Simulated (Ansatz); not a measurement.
Reactions of CH₆FGaSi₂, SMILES `F[SiH]1[GaH][CH]1[SiH3]`.

Computed with Ansatz on PBE0-D4/def2-TZVP structures; ΔE is electronic, products minus reactants. CCSD(T)/CBS is the MP2 limit (def2-TZVPP, def2-QZVPP) plus CCSD(T) − MP2 in def2-TZVPP, frozen cores. This one scheme is used for every species. For Ga outer-core shells are correlated without core-valence functions, which leaves a few kJ/mol of doubt a bond. Scalar relativity is left out up to krypton. One conformer a species, not always the lowest.

Problem. Order these by ΔE at CCSD(T)/CBS, lowest first. (An estimate is asked.)
A. `F[Si@H]1[GaH][C@@H]1[SiH3]` + `N=CF` → `F/C=N/[SiH3]` + `F[SiH]1[CH2][GaH]1`
B. `F[Si@H]1[GaH][C@@H]1[SiH3]` + `OBOCF` → `FCOBO[SiH3]` + `F[SiH]1[CH2][GaH]1`
C. `F[Si@H]1[GaH][C@@H]1[SiH3]` + `CN(C)N` → `CN(C)N[SiH3]` + `F[SiH]1[CH2][GaH]1`

Solution. B (-0.60 eV), A (-0.18 eV), C (-0.02 eV).

Largest T1 diagnostic: 0.014, for `F[Si@H]1[GaH][C@@H]1[SiH3]`.
